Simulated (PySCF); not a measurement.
# [Yb(H2O)2]2+ relaxed at several levels

Computed with PySCF 2.14.0, PBE0, def2-SVP on the ligands, density fitting, scalar-relativistic core potentials, no spin-orbit coupling, vacuum. Each row is relaxed at its own level from the same template. Distances are means of the shortest metal–ligand contacts, charges and spins Mulliken's; removal energies are rigid, with the ligand's formal charge and no counterpoise, so too large; for an anion taken off a cation in vacuum most of it is the attraction of opposite charges, and multiply charged cations can part far more cheaply with an electron moved from ligand to metal. lcecp potentials hold a fixed number of 4f electrons in the core, out of states, spins and gaps.

```
level   basis on the metal  point group  M–H2O (Å)  charge on M (e)  HOMO–LUMO gap (eV)  removal of one H2O (eV)  strongest infrared band, degenerate modes summed (cm⁻¹)  unstable modes (below −25 cm⁻¹)
 PBE0  def2-SVP with ECP28           C1      2.301             1.57                5.88                     2.44                                                        –                         1 (soft)
```

**Question.** What does the calculation give for PBE0, lcecp-0-SVP with ECP60?

**Answer.** point group: D2d, M–H2O (Å): 2.389, charge on M (e): 1.56, removal of one H2O (eV): 2.32, strongest infrared band, degenerate modes summed (cm⁻¹): 564, unstable modes (below −25 cm⁻¹): 0 (lowest -9 cm⁻¹, within noise).
```xyz
7

Yb    0.0000    0.0000    0.0000
O     0.0000    0.0000    2.3893
H     0.5410    0.5410    2.9933
H    -0.5410   -0.5410    2.9933
O     0.0000    0.0000   -2.3893
H     0.5410   -0.5410   -2.9933
H    -0.5410    0.5410   -2.9933
```

Members with unstable modes aren't minima as they stand: saddle points kept by symmetry or, where the modes are soft, flat surfaces and noise. Moved off a saddle point of the template and relaxed again: PBE0. One start shape was tried for each, so a minimum needn't be the lowest isomer.
